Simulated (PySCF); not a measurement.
Run record: geometry optimisation, `[F][K]`.

Method: PBE0-D3(BJ)/def2-SVP geometry optimisation, gas phase (PySCF 2.14.0). Start geometry: GFN2-xTB. A driver script takes a list of jobs; this job's settings line and coordinates (Å) are shown.

Input:
```
{"job": {"xc": "PBE0", "basis": "def2-SVP", "d3": "d3bj", "grid": 1, "kind": "geom"}, "charge": 0, "multiplicity": 1}
F      1.012542    -0.002607    -0.003184
K     -1.009786     0.003875    -0.010965
```

Question: Give the output.

Answer: 
```
step   0  E = -699.37129482  max force = 0.033472
step   1  E = -699.37306823  max force = 0.016001
step   2  E = -699.37431457  max force = 0.006170
step   3  E = -699.37450791  max force = 0.001416
step   4  E = -699.37451345  max force = 0.000089
optimisation converged
```

Energies in Eh; «max force» is the largest Cartesian gradient component in Eh/bohr.

Question: How much energy does the optimisation release, in kJ/mol?

Answer: E(step 0) − E(last step) = 0.003219 Eh, which is 8.5 kJ/mol.

Question: Give the first gradient maximum in eV/Å.

Answer: With 1 Eh/bohr = 51.422 eV/Å, 1.721 eV/Å.

In short: final energy -699.37451 Eh after 4 steps; dipole 7.78 D.

Question: Where do the atoms end?

Answer: 0.058 Å rms from the input after alignment:
```
atom  x, y, z in Å
F1     1.0707   -0.0065    0.0016
K2    -1.0680    0.0078   -0.0157
```

Hardware: an Arm Neoverse V1 with one thread, shared host with 32 logical CPUs at a one-minute load of 27. Cost: 1.9 s, 0.24 GiB resident at most.
Labels such as C1 count atoms from 1, the log's own numbers from 0.
